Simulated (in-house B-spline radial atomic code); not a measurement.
Values are calculated unless marked as measured or tabulated.
# Correlation energy from the adiabatic connection: −V exp(−r²/w²), V = 14.8, w = 2.77

Two electrons in a singlet, external potential −V exp(−r²/w²), V = 14.8, w = 2.77 (atomic units). Full CI in B-splines (partial waves to l = 8, correlation up to 0.6 % small) with the density held fixed gives W(λ) = <V_ee>_λ − U, and E_c is the integral of W(λ) − W(0) from 0 to 1.

```json
{"λ": "0", "W(λ) − W(0) (hartree)": "0.00000"}
{"λ": "0.02", "W(λ) − W(0) (hartree)": "-0.00197"}
{"λ": "0.05", "W(λ) − W(0) (hartree)": "-0.00490"}
{"λ": "0.12", "W(λ) − W(0) (hartree)": "-0.01156"}
{"λ": "0.25", "W(λ) − W(0) (hartree)": "-0.02339"}
{"λ": "0.4", "W(λ) − W(0) (hartree)": "-0.03620"}
{"λ": "0.6", "W(λ) − W(0) (hartree)": "-0.05200"}
{"λ": "0.8", "W(λ) − W(0) (hartree)": "-0.06649"}
{"λ": "1", "W(λ) − W(0) (hartree)": "-0.07981"}
```

(1) Integrate the table by the trapezoid rule.

(2) Now use only three numbers: W(0) = -1.0169, the initial slope W'(0) = -0.09905 (extrapolated from the first points) and the strong-coupling limit of the point-charge-plus-continuum model, W∞ = -1.3951. What do second-order theory and the interpolation W(λ) = W∞ + (W(0) − W∞)/√(1 + 2χλ) of Seidl, Perdew and Levy give?

Answers

(1) The strips give -0.00002, -0.00010, -0.00058, -0.00227, -0.00447, -0.00882, -0.01185, -0.01463, which sum to -0.04274 hartree. The direct value, W(1) − W(0) + T_c with T_c = 0.03698, is -0.04282; the curve is convex, so chords lie above it and the trapezoids fall short in size by 0.20 %.

(2) Second order keeps the slope alone: E_c = W'(0)/2 = -0.04952, +16 % in size against -0.04282. Matching the slope fixes χ = W'(0)/(W∞ − W(0)) = -0.09905/(-0.37820) = 0.26190. Integrating, with s = √(1 + 2χ) = 1.234422, E_c = −(W(0) − W∞)(s − 1)/(s + 1) = −0.37820 × 0.234422/2.234422 = -0.03968 hartree, -7.3 % in size against the full result. At λ = 1 the formula gives W − W(0) = -0.07182 against -0.07981. Part of the miss can come from the model's W∞.
